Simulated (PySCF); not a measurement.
YI2, SMILES [I][Y][I] (connectivity only; charge and spin as stated), neutral, multiplicity 2.

Coordinates come from a r2SCAN-D4/def2-SVP optimisation. The def2 effective core potentials stand for the cores of I, Y; spin–orbit coupling is left out.

Level of theory: TDA-ωB97X/def2-SVPD (PySCF).

Vertical excitations. 

**Question.** Estimate the UV-visible absorptions. (The exact figures need the calculation; the answer reports its results.)

**Answer.** 
```json
[
 {"state": "root 1", "energy (eV)": "0.63", "λ (nm)": "1961", "f": "0.006", "main pairs": "α HOMO→LUMO+1 89 %"},
 {"state": "root 2", "energy (eV)": "0.63", "λ (nm)": "1953", "f": "0.007", "main pairs": "α HOMO→LUMO 88 %"},
 {"state": "root 3", "energy (eV)": "1.11", "λ (nm)": "1115", "f": "0.000", "main pairs": "α HOMO→LUMO+3 97 %"},
 {"state": "root 4", "energy (eV)": "1.22", "λ (nm)": "1017", "f": "0.005", "main pairs": "α HOMO→LUMO+2 93 %"},
 {"state": "root 5", "energy (eV)": "2.43", "λ (nm)": "510", "f": "0.091", "main pairs": "α HOMO→LUMO+4 84 %"},
 {"state": "root 6", "energy (eV)": "3.15", "λ (nm)": "394", "f": "0.177", "main pairs": "α HOMO→LUMO+5 86 %"},
 {"state": "root 7", "energy (eV)": "3.99", "λ (nm)": "311", "f": "0.004", "main pairs": "β HOMO→LUMO 98 %"},
 {"state": "root 8", "energy (eV)": "4.14", "λ (nm)": "300", "f": "0.052", "main pairs": "β HOMO−1→LUMO 96 %"},
 {"state": "root 9", "energy (eV)": "4.19", "λ (nm)": "296", "f": "0.000", "main pairs": "β HOMO−2→LUMO 98 %"},
 {"state": "root 10", "energy (eV)": "4.25", "λ (nm)": "292", "f": "0.008", "main pairs": "β HOMO−3→LUMO 96 %"}
]
```
Unrestricted roots are not spin-pure.
